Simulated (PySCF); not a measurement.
What an electron can do to HfH

CCSD(T) in PySCF with def2-TZVPPD on every atom (core potentials on Hf), for the lowest determinant that a PBE0 search found; no spin–orbit coupling.

```csv
species,state (unpaired electrons),Re (Å),ωe (cm⁻¹),energy of the minimum from the neutral (eV),De (eV),dissociates to
HfH,doublet (δ ↑),1.848,1668,0.00,2.81,Hf (5d2 6s2) + H
HfH⁺,"triplet (σ ↑, δ ↑)",1.798,1827,6.86,2.52,Hf⁺ (5d1 6s2) + H
```

Problem. Work out the lowest energy to break HfH into atoms, from its vibrational ground state.

Solution. D0 = De − ωe/2 = 2.81 − 0.10 = 2.71 eV (CCSD(T)/def2-TZVPPD).

Problem. Work out the ionisation energy of the Hf atom at this level and the threshold of dissociative ionisation.

Solution. IE(Hf) = 6.86 + 2.52 − 2.81 = 6.57 eV, so Hf⁺ (5d1 6s2) + H + e⁻ appears at D0 + IE(Hf) = 9.28 eV (CCSD(T)/def2-TZVPPD). The measured IE(Hf) is 6.825 eV (NIST ASD).

These are thermodynamic thresholds; the onsets seen under electron impact lie higher where the geometry changes, and cross-sections peak well above them.

Correlated steps freeze no core orbitals. UHF and ROHF references stand side by side, which adds small steps between rows. Spin–orbit coupling is left out, which matters for elements this heavy, above all for dissociation energies. For an ion De counts to the pair picked by the measured ionisation energies or electron affinities, which need not be the lowest pair at this level. The state is the lowest single determinant that the PBE0 search found; with open d or f shells the true ground state can be another one.
